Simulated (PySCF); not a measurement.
## EPR parameters of [C5H10OS]+

Species: C5H10OS (charge +1 and doublet state).
Cartesian coordinates in Å at the GFN2-xTB level; atoms count from 1:
```
atom  x, y, z in Å
C1     2.5975    0.3110    0.6088
C2     1.1775   -0.1352    0.6400
O3     0.6963   -0.7323    1.5719
C4     0.3606    0.1950   -0.5993
C5    -1.1244    0.3879   -0.2916
C6    -1.7196   -0.8273    0.3994
S7    -3.2973   -0.6309    1.2057
H8     2.6239    1.3953    0.7260
H9     3.1592   -0.1446    1.4208
H10    3.0501    0.0733   -0.3515
H11    0.5017   -0.6494   -1.2817
H12    0.7653    1.0828   -1.0839
H13   -1.6486    0.5651   -1.2349
H14   -1.2480    1.2790    0.3299
H15   -0.9839   -1.0957    1.2047
H16   -1.8021   -1.6938   -0.2588
H17   -3.1153    0.6317    1.6340
```

The hyperfine couplings belong to this conformer and change with its torsions.

The species is `CC(=[O+])CCCS` [radical] (charge +1).

Level of theory: PySCF, UKS B3LYP, pcH-1 on C H O S, non-relativistic, mean-field spin-orbit, GIAO. Geometry: GFN2-xTB, one conformer, isolated ion. The geometry wasn't refined by DFT: couplings that depend on bond lengths, twists or pyramidal angles can differ widely from those at the functional's own minimum, by a factor of two or more for some ions and for spin on atoms past the first row. The SCF solution wasn't tested for stability.

```
g1, g2, g3                      : 2.00210, 2.00954, 2.02304
g_iso                           : 2.01156
Form of g                       : rhombic: the two nearest values differ by 36 % of g3 − g1
⟨S²⟩                            : 0.7538 (exact 0.7500)
HOMO–LUMO gap, α and β orbitals : 6.48, 1.81 eV
Total energy                    : -669.68915 Eh
Basis functions                 : 285
```

Isotropic coupling and dipolar principal values T1 to T3, in MHz; ρ(0) is the spin density at the nucleus:

```csv
atom,isotope,a_iso,of which spin–orbit,T1,T2,T3,Mulliken spin population,ρ(0) (bohr⁻³)
C1,13C,21.1,0.0,-4.9,-4.5,9.4,0.04,0.0188
C2,13C,-21.3,0.0,-6.9,2.5,4.4,-0.03,-0.0189
O3,17O,-29.0,-0.1,-87.4,39.8,47.6,0.27,0.0477
C4,13C,10.7,0.1,-4.8,-4.0,8.8,0.04,0.0094
C5,13C,4.3,0.1,-3.1,-2.2,5.4,0.02,0.0038
C6,13C,-1.4,0.5,-14.5,-13.4,27.9,0.05,-0.0017
S7,33S,19.8,0.1,-54.0,-51.5,105.5,0.55,0.0572
H8,1H,-1.6,0.0,-2.4,-0.5,2.9,0.00,-0.0003
H9,1H,-3.4,0.0,-3.2,-0.6,3.8,0.00,-0.0008
H10,1H,2.3,0.0,-2.4,-0.5,2.9,0.00,0.0005
H11,1H,-2.1,0.0,-1.5,-1.2,2.8,0.00,-0.0005
H12,1H,4.7,0.0,-2.4,-0.9,3.3,0.00,0.0010
H13,1H,48.9,0.0,-2.7,0.0,2.6,0.02,0.0109
H14,1H,3.0,0.0,-2.6,-0.7,3.3,0.00,0.0007
H15,1H,211.3,-0.1,-16.0,-11.6,27.6,0.06,0.0473
H16,1H,23.4,0.1,-4.9,-3.1,8.0,0.01,0.0052
H17,1H,-24.1,0.2,-12.1,-0.5,12.5,-0.02,-0.0054
```

Largest spin populations (Mulliken): S7 (+0.55) and O3 (+0.27).

O3, the radical centre as drawn in `CC(=[O+])CCCS`, holds a spin population of +0.27 out of 1.

Under fast tumbling the dipolar parts average out, and these isotropic splittings remain: 2 × 1H (H15/H16, I = 1/2, 3 lines) with 4.17 mT, 2 × 1H (H13/H14, I = 1/2, 3 lines) with 0.92 mT, 1 × 1H (H17, I = 1/2, 2 lines) with 0.86 mT, 2 × 1H (H11/H12, I = 1/2, 3 lines) with 0.05 mT and 3 × 1H (H8/H9/H10, I = 1/2, 4 lines) with 0.03 mT.

Means are taken over nuclei equivalent by connectivity, which assumes that they swap fast. The three 1H nuclei of mean -0.9 MHz run from -3.4 to 2.3 MHz in the frozen geometry. The 1H value of +117.3 MHz is a mean of couplings from 23.4 to 211.3 MHz in this one geometry, not an average over conformers. The 1H value of +26.0 MHz is a mean of couplings from 3.0 to 48.9 MHz in this one geometry, not an average over conformers.

The 33S coupling of S7 (19.8 MHz) shows only in satellite lines or after enrichment, since that isotope makes up about 0.76 % of natural sulfur.

The 17O coupling of O3 (-29.0 MHz) shows only in satellite lines or after enrichment, since that isotope makes up about 0.038 % of natural oxygen.

The spin density at the nucleus, in bohr⁻³, is negative for C2 (-0.0189), H17 (-0.0054) and C6 (-0.0017), for instance. A restricted open-shell determinant has no negative spin density anywhere; here it arises because α and β orbitals differ (spin polarisation).
